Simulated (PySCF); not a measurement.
# One molecule, several mistakes: GeH4O2Si

These are calculations, not measurements. They come from PySCF 2.14.0, an open-source quantum chemistry program, on an isolated molecule that a program drew, which may never have been made. The molecule is GeH4O2Si (charge 0, singlet), drawn as the SMILES string `[OH][Ge][O][SiH3]`.

Each row is a Hartree-Fock (HF) and frozen-core CCSD(T) single point in the cc-pV(D+d)Z basis, meant for a local HF minimum. Run 1 is clean. Each other run has one planted mistake out of seven kinds, and not every kind appears here: one electron removed, one electron added, multiplicity raised by two, geometry at a saddle point, minimal basis STO-3G, one bond length entered in bohr, all coordinates scaled. The reference is restricted for singlets and unrestricted otherwise, and also for a bond in bohr. Adding or removing an electron swaps singlet and doublet. Electrons count all cores. HOMO and LUMO are orbital energies over both spins, the gradient is its largest component, and the lowest frequency (negative if imaginary) is given only where the gradient is small. Bond lengths are over the 7 bonds as drawn. T1 is the CCSD diagnostic: over 0.02 (restricted) or 0.045 (unrestricted) a single reference is doubtful. Germanium has the cc-pVDZ-PP basis, with a core potential (ECP10MDF) in place of its 10 inner electrons, and its 3s, 3p and 3d shells are frozen in CCSD(T).

Geometry of the clean run:
```xyz
8
GeH4O2Si, angstrom
O    -2.0485   -0.1072   -1.6869
Ge   -2.6419   -0.4805   -0.0545
O    -1.1792   -1.2625    0.6299
Si    0.3560   -1.8273    0.6307
H    -1.1616   -0.3431   -1.9264
H     1.0060   -1.5638   -0.6784
H     1.1460   -1.1579    1.6864
H     0.3637   -3.2868    0.8688
```

```
run,electrons,basis functions,<S^2>,HOMO (eV),LUMO (eV),gradient (hartree/bohr),lowest frequency (cm^-1),mean bond (Å),longest bond (Å),T1,HF (hartree),CCSD(T) (hartree),mistake
1,66,94,0.000,-10.71,1.41,1.3e-05,53,1.5140,1.794,0.0170,-734.46660,-735.06716,no fault
2,66,94,0.810,-10.91,1.12,2.1e-02,-,1.6345,1.794,0.0602,-734.33199,-734.92607,one bond length entered in bohr
3,67,94,0.768,0.08,8.07,7.3e-02,-,1.5140,1.794,0.0162,-734.43862,-735.04030,one electron added
4,65,94,0.768,-16.59,-8.75,9.5e-02,-,1.5140,1.794,0.0407,-734.10984,-734.69508,?
```

**Which mistake was planted in run 4, and what did it cost?**

It counts 65 electrons, one fewer than the clean run, at the same geometry and basis. So the mistake is: one electron removed. Subtracting run 1 and multiplying by 627.51 kcal/mol a hartree, the energy moved by 223.9 kcal/mol in HF and 233.5 kcal/mol in CCSD(T).

Cautions from the logs. Run 2: T1 is over the limit, so its CCSD(T) energy is less reliable; run 3: the HOMO is above zero, so the electron isn't bound and the energy depends on the basis.
